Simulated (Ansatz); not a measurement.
Relaxation of BH6NO2S (11 atoms, charge 0, multiplicity 1), to a largest force component of 0.03 eV/Å in at most 50 steps.

Level of theory: RKS PBE0-D4/def2-SVP (Ansatz).

```xyz
11
Properties=species:S:1:pos:R:3:forces:R:3
B -0.104 -0.295 0.245 -0.13 -0.52 0.36
O -0.332 -0.651 1.571 0.07 0.17 -0.48
H -1.264 -0.786 1.759 -0.01 -0.02 0.01
O 1.220 -0.127 -0.074 0.02 0.02 -0.08
H 1.358 0.027 -1.012 0.01 0.00 0.04
N -1.148 -0.225 -0.715 0.02 0.00 0.01
H -2.124 -0.262 -0.457 0.00 0.01 0.00
H -1.013 0.183 -1.629 0.00 -0.01 0.02
S 0.049 2.622 1.288 -0.07 -0.20 0.49
H 1.173 2.097 0.757 0.00 -0.01 0.01
H -0.127 1.494 2.058 0.10 0.54 -0.37
```

Task: Where does it end, and by what steps?

Result: The forces met the threshold. After 11 steps the energy has fallen by 0.084 eV; S9 moved furthest, 0.60 Å.

```tsv
step	energy less start (eV)	largest force component (eV/Å)	accepted
0	0.0000	0.545	yes
1	-0.0535	0.480	yes
2	0.0049	1.193	no
3	-0.0696	0.151	yes
4	-0.0748	0.094	yes
5	-0.0788	0.147	yes
6	-0.0806	0.165	yes
7	-0.0831	0.032	yes
8	-0.0831	0.034	yes
9	-0.0832	0.061	yes
10	-0.0836	0.056	yes
11	-0.0838	0.024	yes
```

```xyz
11
Properties=species:S:1:pos:R:3
B -0.180 -0.309 0.166
O -0.422 -0.507 1.503
H -1.336 -0.725 1.696
O 1.123 -0.005 -0.146
H 1.270 0.123 -1.085
N -1.196 -0.417 -0.819
H -2.167 -0.589 -0.602
H -1.045 -0.226 -1.799
S 0.412 2.861 1.701
H 1.258 2.158 0.917
H -0.026 1.712 2.259
```

Time of the run: 30 s on 2 threads of Arm Neoverse V2, on a shared host, peak memory 0.22 GiB.
